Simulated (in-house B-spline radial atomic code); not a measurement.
A calculation on Al6+ (an excited or competing configuration): its settings, and results tabulated from the run. Method: non-relativistic TPSSh, spin-polarised, spherical fractional occupations, exact exchange averaged over the configuration, point nucleus. Calculated with a radial B-spline atomic code at the basis-set limit.

Command:
```bash
python run_scf.py task.json out
```
Settings:
```
Z                13
configuration    [He] 2s1 2p3 3p1
hamiltonian      nr
method           tpssh
spin_polarised   True
exact_exchange   averaged over the configuration
```

Output (hartree, bohr):
```
 radial grid: 41 intervals, B-splines of order 8, outer radius 10.2985 bohr

 iter        energy (Eh)    residual
    1        -217.178376    2.96e-02
    2        -217.179304    6.11e-04
    3        -217.179306    3.26e-04
    4        -217.179306    1.74e-04
    5        -217.179306    1.16e-05
    6        -217.179306    1.16e-06
    7        -217.179306    1.05e-06
    8        -217.179306    4.95e-07
    9        -217.179306    1.16e-06
   10        -217.179306    3.34e-07
   11        -217.179306    2.68e-07
   12        -217.179306    2.21e-07
   13        -217.179306    2.04e-07
   14        -217.179306    1.95e-07
   15        -217.179306    1.16e-06
   16        -217.179306    1.82e-07
   17        -217.179306    1.61e-07
   18        -217.179306    9.70e-08

 total energy                      -217.17931
 kinetic                             217.0638
 electron-nucleus                   -475.1410
 Hartree                              55.0163
 exact exchange                       -1.3705
 exchange-correlation                -12.7480

 orbital      occ     eigenvalue          <r>       <r^2>       <1/r>       r_max
 1s up      1.000       -63.7590     0.120153   0.0194157      12.602     0.07864
 1s down    1.000       -63.3875     0.119682   0.0192323     12.6312     0.07862
 2s up      1.000       -10.2487     0.552121    0.358456     2.66088      0.4626
 2p up      3.000        -9.0262     0.496071    0.300488     2.57311      0.3835
 3p up      1.000        -3.1055       1.4657     2.46544    0.935864       1.354
```

Cost of the run: 0.27 s on 1 thread of Arm Neoverse N1, with other jobs on the host.
